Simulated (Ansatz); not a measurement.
Swapping H for Cl on Ge: the mean Ge–Cl bond length

On one Ge centre, n of the H ligands are replaced by Cl. The mean Ge–Cl bond length y in Å at PBE0-D4/def2-TZVP. The shapes are optimised at that level. Programs: Ansatz 0.2.0.

```
molecule  n  y (Å)
  GeH3Cl  1  2.155
 GeH2Cl2  2  2.140
  GeHCl3  3      ?
   GeCl4  4  2.116
```

Problem. Fit y = c + s·n to the known rows and predict GeHCl3.

Solution. 
1. Means of the 3 rows: n = 2.33333, y = 2.1370.
2. Σ(Δn)² = 4.6667, Σ(Δn·Δy) = -0.06, so the slope is -0.06/4.6667 = -0.012857.
3. Intercept: 2.1370 − (-0.012857) × 2.33333 = 2.1670. The largest residual of the fit is 0.0013.
4. GeHCl3: 2.1670 + (-0.012857) × 3 = 2.128 Å.

The run gave 2.126 Å, so the prediction is off by +0.002 Å, more than the largest residual. The step per swap drifts from -0.015 to -0.010 Å. Relativity is left out for Ge.
